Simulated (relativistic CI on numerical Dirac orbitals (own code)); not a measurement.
## Energy levels of Nd43+

These numbers are calculated, not measured: Dirac-Coulomb-Breit CI, KLI orbitals optimised for each configuration, QED by a radiative potential, unscaled Slater integrals (own radial code, finite nucleus).

Configuration list (outside the closed core [Ne]): 3s²3p⁵, 3s3p⁶, 3s²3p⁴3d, 3s3p⁵3d, 3p⁶3d, 3s3p⁴3d², 3s²3p³3d4p, 3p⁶4s, 3s3p⁴3d4s, 3s²3p⁴4s, 3p⁶4p, 3s²3p⁴4p, 3s²3p³3d², 3s²3p²3d³, 3s3p³3d³, 3s²3p²3d²4s, 3s²3p²3d²4p. Double excitations out of closed p, d and f shells are left out; levels of such configurations are missing from the list, as are those of other unlisted configurations, and high levels can miss mixing partners.

The lowest level is 3s²3p⁵ ²P°3/2, with 99 % of that term; Hund's rules for 3s²3p⁵ give ²P° with J = 3/2, in agreement.

```
No.  Configuration  Term     J   E (eV)   %  Next component (%)        jj configuration (%)
  1         3s²3p⁵   ²P°   3/2    0.000  99     1 3s²3p³3d² ²P°                3p3/2^3 (99)
  2         3s²3p⁵   ²P°   1/2  127.772  98     1 3s²3p³3d² ²P°          3p1/2 3p3/2^4 (98)
  3       3s²3p⁴3d    ⁴D   3/2  179.492  39               33 ²D          3p3/2^2 3d3/2 (98)
  4       3s²3p⁴3d    ⁴D   5/2  183.011  45               19 ²D          3p3/2^2 3d3/2 (91)
  5       3s²3p⁴3d    ⁴P   1/2  183.740  45               28 ²P          3p3/2^2 3d3/2 (95)
  6       3s²3p⁴3d    ⁴F   7/2  187.648  32               31 ²F          3p3/2^2 3d3/2 (97)
  7       3s²3p⁴3d    ²D   3/2  201.190  58               19 ⁴F          3p3/2^2 3d3/2 (94)
  8       3s²3p⁴3d    ²F   7/2  210.126  46               43 ⁴D          3p3/2^2 3d5/2 (96)
  9       3s²3p⁴3d    ⁴F   9/2  212.426  69               30 ²G          3p3/2^2 3d5/2 (99)
 10       3s²3p⁴3d    ²P   1/2  212.826  48               25 ²S          3p3/2^2 3d5/2 (88)
 11       3s²3p⁴3d    ²D   5/2  233.885  52               23 ⁴P          3p3/2^2 3d5/2 (98)
 12       3s²3p⁴3d    ²D   3/2  238.389  36               30 ²P          3p3/2^2 3d5/2 (89)
 13       3s²3p⁴3d    ²D   5/2  241.296  42               22 ²F          3p3/2^2 3d5/2 (85)
 14          3s3p⁶    ²S   1/2  271.698  65      20 3s²3p⁴3d ⁴P                     3s (65)
 15       3s²3p⁴3d    ⁴D   1/2  298.301  77               16 ²P    3p1/2 3p3/2^3 3d3/2 (95)
 16       3s²3p⁴3d    ⁴D   3/2  306.544  34               27 ⁴F    3p1/2 3p3/2^3 3d3/2 (93)
 17       3s²3p⁴3d    ⁴F   5/2  314.341  45               36 ²F    3p1/2 3p3/2^3 3d3/2 (97)
 18       3s²3p⁴3d    ²G   7/2  315.487  59               25 ²F    3p1/2 3p3/2^3 3d3/2 (99)
 19       3s²3p⁴3d    ⁴D   7/2  333.030  40               40 ⁴F    3p1/2 3p3/2^3 3d5/2 (98)
 20       3s²3p⁴3d    ²P   3/2  338.925  52               36 ⁴P    3p1/2 3p3/2^3 3d5/2 (81)
 21       3s²3p⁴3d    ²D   5/2  341.731  61               16 ²F    3p1/2 3p3/2^3 3d3/2 (86)
 22       3s²3p⁴3d    ²P   3/2  343.143  52               24 ²D    3p1/2 3p3/2^3 3d3/2 (71)
 23       3s²3p⁴3d    ²F   5/2  343.233  47               25 ⁴P    3p1/2 3p3/2^3 3d5/2 (96)
 24       3s²3p⁴3d    ²G   9/2  343.481  69               30 ⁴F    3p1/2 3p3/2^3 3d5/2 (99)
 25       3s²3p⁴3d    ²S   1/2  345.524  36               26 ²P    3p1/2 3p3/2^3 3d3/2 (76)
 26       3s²3p⁴3d    ²D   5/2  349.067  51               23 ²F    3p1/2 3p3/2^3 3d5/2 (94)
 27       3s²3p⁴3d    ²F   7/2  355.844  77               11 ⁴F    3p1/2 3p3/2^3 3d5/2 (98)
 28      3s²3p³3d²   ⁴F°   3/2  369.951  29              23 ²D°          3p3/2 3d3/2^2 (96)
 29      3s²3p³3d²   ⁴D°   1/2  373.310  44              26 ⁶F°          3p3/2 3d3/2^2 (93)
 30      3s²3p³3d²   ⁴F°   5/2  373.346  26              20 ⁴G°          3p3/2 3d3/2^2 (89)
 31       3s²3p⁴3d    ²D   3/2  373.750  69               13 ⁴F    3p1/2 3p3/2^3 3d5/2 (82)
 32      3s²3p³3d²   ²G°   7/2  376.267  18              17 ²F°          3p3/2 3d3/2^2 (90)
 33       3s²3p⁴3d    ²P   1/2  383.934  70               23 ²S    3p1/2 3p3/2^3 3d5/2 (88)
 34      3s²3p³3d²   ⁴P°   3/2  390.290  19              16 ⁶P°          3p3/2 3d3/2^2 (80)
 35      3s²3p³3d²   ⁴G°   9/2  399.243  30              25 ⁶F°      3p3/2 3d3/2 3d5/2 (95)
 36      3s²3p³3d²   ²F°   7/2  401.770  25              17 ⁴F°      3p3/2 3d3/2 3d5/2 (93)
 37      3s²3p³3d²   ⁴D°   3/2  403.898  26              13 ⁴P°      3p3/2 3d3/2 3d5/2 (81)
 38      3s²3p³3d²   ⁴P°   1/2  404.072  47              16 ²S°      3p3/2 3d3/2 3d5/2 (79)
 39      3s²3p³3d²   ²F°   5/2  406.353  19              19 ⁴D°      3p3/2 3d3/2 3d5/2 (86)
 40      3s²3p³3d²   ⁶P°   5/2  410.099  28              23 ⁴D°      3p3/2 3d3/2 3d5/2 (95)
 41      3s²3p³3d²   ⁴G°  11/2  410.383  41              24 ²H°      3p3/2 3d3/2 3d5/2 (79)
 42      3s²3p³3d²   ²F°   7/2  412.149  24              22 ⁴D°      3p3/2 3d3/2 3d5/2 (87)
 43      3s²3p³3d²   ⁴F°   7/2  421.824  18              17 ⁴D°      3p3/2 3d3/2 3d5/2 (74)
 44      3s²3p³3d²   ²D°   5/2  422.401  22              21 ⁴F°      3p3/2 3d3/2 3d5/2 (71)
 45      3s²3p³3d²   ²P°   3/2  425.903  27              22 ⁴F°      3p3/2 3d3/2 3d5/2 (83)
 46      3s²3p³3d²   ²G°   9/2  432.478  35              30 ²H°      3p3/2 3d3/2 3d5/2 (91)
 47      3s²3p³3d²   ⁴F°   3/2  433.189  26              22 ²D°      3p3/2 3d3/2 3d5/2 (78)
 48        3s3p⁵3d   ⁴P°   1/2  434.720  34    24 3s²3p³3d² ²P°      3p3/2 3d3/2 3d5/2 (41)
 49      3s²3p³3d²   ²D°   5/2  435.299  28              23 ²F°      3p3/2 3d3/2 3d5/2 (43)
 50        3s3p⁵3d   ⁴P°   1/2  436.825  33    27 3s²3p³3d² ⁴P°      3p3/2 3d3/2 3d5/2 (39)
 51      3s²3p³3d²   ²F°   5/2  442.225  32              21 ⁴G°      3p3/2 3d3/2 3d5/2 (56)
 52      3s²3p³3d²   ²H°  11/2  443.895  33              29 ⁴G°          3p3/2 3d5/2^2 (77)
 53      3s²3p³3d²   ²F°   7/2  445.251  26              23 ⁴D°          3p3/2 3d5/2^2 (82)
 54      3s²3p³3d²   ⁴F°   9/2  445.743  32              18 ²G°          3p3/2 3d5/2^2 (75)
 55        3s3p⁵3d   ⁴P°   3/2  446.846  51              15 ⁴D°       3s 3p3/2^3 3d3/2 (63)
 56        3s3p⁵3d   ⁴F°   7/2  452.590  44              19 ²F°       3s 3p3/2^3 3d3/2 (63)
 57        3s3p⁵3d   ⁴D°   5/2  456.145  27              25 ⁴F°       3s 3p3/2^3 3d3/2 (73)
 58      3s²3p³3d²   ²P°   1/2  457.241  38              35 ⁴D°          3p3/2 3d5/2^2 (66)
 59       3s²3p⁴3d    ²D   3/2  465.454  58               19 ⁴F          3p3/2^4 3d3/2 (92)
 60        3s3p⁵3d   ²D°   3/2  466.382  19              19 ⁴F°       3s 3p3/2^3 3d3/2 (52)
 61      3s²3p³3d²   ⁴P°   5/2  467.682  16      12 3s3p⁵3d ⁴P°          3p3/2 3d5/2^2 (56)
 62      3s²3p³3d²   ²F°   7/2  468.541  21      15 3s3p⁵3d ²F°          3p3/2 3d5/2^2 (67)
 63        3s3p⁵3d   ²P°   1/2  469.070  29    21 3s²3p³3d² ⁴D°  3p1/2 3p3/2^2 3d3/2^2 (43)
 64      3s²3p³3d²   ²P°   3/2  470.086  25              19 ²D°          3p3/2 3d5/2^2 (71)
 65        3s3p⁵3d   ⁴F°   9/2  471.755  75     9 3s²3p³3d² ⁴F°       3s 3p3/2^3 3d5/2 (75)
 66        3s3p⁵3d   ²F°   5/2  474.067  34    13 3s²3p³3d² ²F°       3s 3p3/2^3 3d3/2 (54)
 67       3s²3p⁴3d    ²D   5/2  477.702  42               18 ²F          3p3/2^4 3d5/2 (97)
 68      3s²3p³3d²   ²D°   3/2  481.100  20              18 ⁴D°          3p3/2 3d5/2^2 (56)
 69        3s3p⁵3d   ²D°   5/2  487.455  28              25 ⁴P°       3s 3p3/2^3 3d5/2 (54)
 70        3s3p⁵3d   ⁴D°   7/2  487.786  52              21 ²F°       3s 3p3/2^3 3d5/2 (74)
```

Energies count from the lowest computed level; ° marks odd parity. Filled j subshells are mostly left out of the jj labels.

The mean weight of the leading LS term, summed over parents, in these 70 levels is 42 %, and that of the leading jj configuration (from the same eigenvectors) 81 %, so jj coupling describes them better and the LS labels are nominal.

At this charge energies of transitions that change n are usually good to better than 1 %, and those within a shell (Δn = 0) to a few per cent.

LS names give the leading component of a level, which can be under half, so a name can repeat, a term be missing and a line seem to break the LS rules.
